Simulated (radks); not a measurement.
The nuclear charge of the argon ion Ar2+ is varied continuously with 16 electrons held in [Ne] 3s2 3p4. Calculated with a radial shooting solver on a logarithmic mesh with Libxc functionals: non-relativistic Kohn-Sham, PBE, spin-unpolarised, spherical densities, point nucleus. By the Hellmann-Feynman theorem dE/dZ = E(electron-nucleus)/Z, the electronic potential at the nucleus.

| Z | E (hartree) | E(electron-nucleus)/Z (hartree) | HOMO | e(HOMO) (eV) | <r> HOMO (bohr) |
|---|---|---|---|---|---|
| 17 | -459.45213 | -63.8966 | 3p | -19.438 | 1.707 |
| 17.5 | -491.98899 | -66.2502 | 3p | -27.004 | 1.577 |
| 18 | -525.70180 | -68.6005 | 3p | -35.428 | 1.468 |
| 18.5 | -560.58909 | -70.9483 | 3p | -44.688 | 1.376 |
| 19 | -596.64971 | -73.2939 | 3p | -54.771 | 1.295 |

The central difference of E at Z = 18 is -68.600 hartree, to compare with the third column; the second derivative is -4.7 hartree.
